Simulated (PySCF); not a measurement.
Peak assignment

Geometry (Å), atoms numbered from 1 in this order:
```xyz
8

C     2.1010    0.3134    0.2277
C     0.9103    0.1848    0.0180
B    -0.6061   -0.0112   -0.2015
O    -1.3639   -0.7097    0.6901
O    -1.1916    0.5196   -1.2991
H     3.1554    0.4346    0.4009
H    -0.8518   -1.0358    1.4360
H    -2.1353    0.3231   -1.3213
```

- HF/pcSseg-2 with gauge-including orbitals
- PBE0-D3(BJ)/def2-SVP structure
- spin–spin couplings from B3LYP/pcJ-1
- code: PySCF 2.14
- relativity neglected, rapidly exchanging positions averaged, a single conformation, no solvent model

Scale: TMS for 13C (σ = 191.47 ppm), 1H (σ = 31.68 ppm) (reference shieldings calculated alike).

(1) Assign these signals to the numbered atoms. 13C{1H} NMR (computed): δ 100.1, 85.2.

(2) Assign these signals to the numbered atoms. 1H NMR (400 MHz, computed): δ 3.89 (br s, 2H), 2.57 (s, 1H).

Answers

(1) 
| δ (ppm) | atoms | environment | reason |
| --- | --- | --- | --- |
| 100.1 | C1 | terminal alkyne carbon | the triple bond shields along its axis, which puts it between sp3 and sp2 carbons |
| 85.2 | C2 | alkyne carbon | the triple bond shields along its axis, which puts it between sp3 and sp2 carbons |

(2) 
3.89 → H7/H8, hydrogen on an oxygen bonded to B: exchangeable; this is the value without hydrogen bonding to other molecules
2.57 → H6, hydrogen on a terminal alkyne carbon: it lies on the axis of the triple bond, in its shielding cone

OH/NH shifts are gas-phase values; hydrogen bonding in solution moves them, usually downfield. A carbon bonded to boron is broadened by the quadrupolar boron nucleus and is often missing from a measured spectrum. Shifts are as computed, not scaled to solution data. Of 1211 compounds with measured shifts, 218 miss one by over three times the rms of a fit or turn the order of signals round; such compounds aren't used in these exercises.
